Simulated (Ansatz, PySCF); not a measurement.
C2H8FNSi2, SMILES N[SiH2]/C(=C\[SiH3])F.

Coordinates come from a TPSSh-D3(BJ)/def2-SVP optimisation. The structure was generated by enumeration; whether it is a known compound was not checked. The values are those of a single conformer.

Vertical ionisation energy (IE) and electron affinity (EA) in eV. Rows of orbital energies are one-electron estimates. Where ΔSCF, EOM or ADC give a negative EA the extra electron is unbound and the value depends on the basis.

| level | IE | EA |
|---|---|---|
| −ε(HOMO), −ε(LUMO), PBE0/def2-TZVP (PySCF) | 7.55 | 1.09 |
| −ε(HOMO), −ε(LUMO), PBE/def2-TZVP (PySCF) | 6.22 | 1.97 |
| ΔSCF, PBE0/def2-SVPD (Ansatz), final states of multiplicity 2 and 2 | 9.38 | -0.48 |
| ΔSCF, PBE/def2-SVPD (Ansatz), final states of multiplicity 2 and 2 | [?] | [?] |

What belongs in the gaps? (Estimate from the structure and the level; the computed values follow.)


- ΔSCF, PBE/def2-SVPD (Ansatz, a first-principles code), final states of multiplicity 2 and 2, IE: 8.98
- ΔSCF, PBE/def2-SVPD (Ansatz), final states of multiplicity 2 and 2, EA: -0.36

What vertical singlet–triplet gap does ΔSCF give with PBE0/def2-SVPD (Ansatz) and with PBE/def2-SVPD (Ansatz)? (Estimate from the structure and the level; the computed values follow.)

3.71 and 3.76 eV (triplet above singlet where positive).
